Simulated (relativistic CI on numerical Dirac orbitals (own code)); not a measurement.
Tb: calculation against measurement

Method of calculation: Dirac-Coulomb-Breit CI, separate exchange-only KLI orbitals for each configuration, a model potential for QED, valence Slater integrals scaled by 0.85, P86 correlation estimate, and configurations built on the next ion tied to the tabulated ionisation energy (semi-empirical) (own radial code, finite nucleus).

Configuration list (outside the closed core [Xe]): 4f⁹6s², 4f⁸6s²5d, 4f⁹6s6d, 4f⁹6s7s, 4f¹⁰5g, 4f⁸6s²8s, 4f⁹7s², 4f¹¹. Levels of other configurations are missing.

```tsv
Configuration	Term (tabulated)	J	Measured (cm⁻¹)	Computed	Error	Purity (%)
4f⁹6s²	6H°	15/2	0.0	0	0	94
4f⁸6s²5d	8G	13/2	285.5	-16531	-16816	60
4f⁸6s²5d	8G	15/2	462.1	-16336	-16798	91
4f⁸6s²5d	8G	7/2	2419.5	-14283	-16702	57
4f⁹6s²	6H°	13/2	2771.7	2878	106	96
4f⁸6s²5d	8G	5/2	3174.6	-13539	-16714	71
4f⁸6s²5d	8G	3/2	3705.8	-12988	-16693	83
4f⁸6s²5d	8F	13/2	3719.7	-13436	-17155	64
4f⁸6s²5d	8G	1/2	4018.2	-12651	-16669	91
4f⁸6s²5d	8H	17/2	4646.8	-12259	-16906	95
4f⁹6s²	6H°	11/2	4670.4	4846	176	94
4f⁸6s²5d	8H	15/2	5425.1	-11176	-16601	81
4f⁸6s²5d	8D	3/2	5484.0	-9629	-15113	75
4f⁹6s²	6H°	9/2	6174.9	6369	194	93
4f⁸6s²5d	8F †	1/2	6259.1	-10870	-17129	91
4f⁸6s²5d	8H	13/2	6351.8	-10287	-16638	83
4f⁸6s²5d	8F †	3/2	6849.7	-11258	-18108	65
4f⁸6s²5d	8H	11/2	6988.8	-9670	-16659	81
4f⁸6s²5d	8H	9/2	7441.0	-9170	-16611	84
4f⁸6s²5d	8H	7/2	7839.8	-8774	-16614	87
4f⁸6s²5d	8H	5/2	8130.7	-8475	-16606	89
4f⁸6s²5d	8H	3/2	8336.3	-8265	-16601	91
```

Measured levels from NIST Handbook of Basic Atomic Spectroscopic Data (Sansonetti and Martin, J. Phys. Chem. Ref. Data 34, 1559 (2005)); pairs were made by configuration, J and term (by order where the table uses no LS term), so strongly mixed levels may be paired wrongly.

Mean error by configuration (cm⁻¹): 4f⁸6s²5d -16619; 4f⁹6s² 159. Over the excited levels the mean absolute error is 14020 cm⁻¹ (21 of the 35 excited levels that our extract of the source holds in range could be paired, and the others can miss by more), and the median relative error of those above 1,000 cm⁻¹ is 260 %. Some levels of the ground configuration have no partner. † marks terms whose computed intervals miss the measured ones by more than a factor of 2.5, or configurations far off the rest, from wrong mixing, a near crossing or a doubtful label or measurement; they are left out of the means.
